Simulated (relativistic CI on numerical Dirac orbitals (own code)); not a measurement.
**Forbidden lines of Cs²²⁺**

Computed by Dirac-Coulomb-Breit CI, KLI orbitals optimised for each configuration, model QED, unscaled Slater integrals (own radial code, finite nucleus).

Configuration list (outside the closed core [Ar] 3d10): 4s²4p³, 4s4p⁴, 4s²4p²4d, 4p⁵, 4s4p³4d, 4s²4p²4f, 4s4p³4f, 4p⁴4d, 4s4p²4d², 4s²4p4d4f, 4p⁴4f, 4s²4p4d², 4s²4d³, 4s4p4d³, 4s²4d²4f, 4s4p4d²4f, 4p³4d², 4p²4d³, 4p²4d²4f. Double excitations out of closed p, d and f shells are left out; levels of such configurations are missing from the list, as are those of other unlisted configurations, and high levels can miss mixing partners.

```csv
λ vac (Å),Lower,Upper,Type,A (s⁻¹),E lower (cm⁻¹),E upper (cm⁻¹)
136.17,4s²4p³ ²D°3/2 [2],4s²4p²4d ⁴D7/2 [19],M2,6.03e+02,119667,854052
136.33,4s²4p³ ²D°5/2 [3],4s²4p²4d ⁴F9/2 [20],M2,7.65e+02,146698,880212
206.77,4s4p⁴ ⁴P5/2 [6],4s²4p²4d ²G9/2 [32],E2,2.26e+03,536549,1020167
290.98,4s4p⁴ ⁴P5/2 [6],4s²4p²4d ⁴F9/2 [20],E2,3.28e+02,536549,880212
314.96,4s4p⁴ ⁴P5/2 [6],4s²4p²4d ⁴D7/2 [19],M1,9.89e+02,536549,854052
540.42,4s²4p³ ²D°3/2 [2],4s²4p³ ²P°3/2 [5],M1,8.41e+04,119667,304708
545.21,4s²4p³ ⁴S°3/2 [1],4s²4p³ ²P°1/2 [4],M1,4.18e+04,0,183416
572.48,4s²4p²4d ⁴F7/2 [17],4s²4p²4d ²G9/2 [32],M1,1.01e+04,845489,1020167
601.99,4s²4p²4d ⁴D7/2 [19],4s²4p²4d ²G9/2 [32],M1,1.29e+04,854052,1020167
632.87,4s²4p³ ²D°5/2 [3],4s²4p³ ²P°3/2 [5],M1,1.79e+04,146698,304708
681.67,4s²4p³ ⁴S°3/2 [1],4s²4p³ ²D°5/2 [3],E2,3.21e+02,0,146698
681.67,4s²4p³ ⁴S°3/2 [1],4s²4p³ ²D°5/2 [3],M1,7.13e+03,0,146698
714.51,4s²4p²4d ⁴F9/2 [20],4s²4p²4d ²G9/2 [32],M1,2.20e+04,880212,1020167
824.46,4s²4p³ ²P°1/2 [4],4s²4p³ ²P°3/2 [5],M1,9.39e+03,183416,304708
835.65,4s²4p³ ⁴S°3/2 [1],4s²4p³ ²D°3/2 [2],M1,3.72e+04,0,119667
853.92,4s²4p²4d ⁴F5/2 [12],4s²4p²4d ⁴F9/2 [20],E2,5.55e+01,763106,880212
1099.5,4s²4p²4d ⁴F5/2 [12],4s²4p²4d ⁴D7/2 [19],M1,1.16e+04,763106,854052
1179.3,4s²4p²4d ²G7/2 [24],4s²4p²4d ²G9/2 [32],M1,6.95e+03,935372,1020167
2880.0,4s²4p²4d ⁴F7/2 [17],4s²4p²4d ⁴F9/2 [20],M1,7.18e+02,845489,880212
```

Terms are leading LS components. Brackets give the number of a level in order of energy, since labels repeat. The list gives strong lines, with weight on those to low levels, among the lowest 200 of 3430 levels, so that lines to higher ones, which can be the strongest, are missing. Levels whose partners in the same complex of configurations lie outside the list can be far off, and so can their lines. Rates are taken at the computed energies, electric ones in the length gauge.

At this charge energies of transitions that change n are usually good to better than 1 %, and those within a shell (Δn = 0) to a few per cent.

Q: From the table, what is the radiative lifetime of 4s²4p²4d ²G9/2?

A: The listed rates from this level add up to about 5.42e+04 s⁻¹, 99 % of its decay; with all channels τ = 1.82e-05 s.

LS names give the leading component of a level, which can be under half, so a name can repeat, a term be missing and a line seem to break the LS rules.
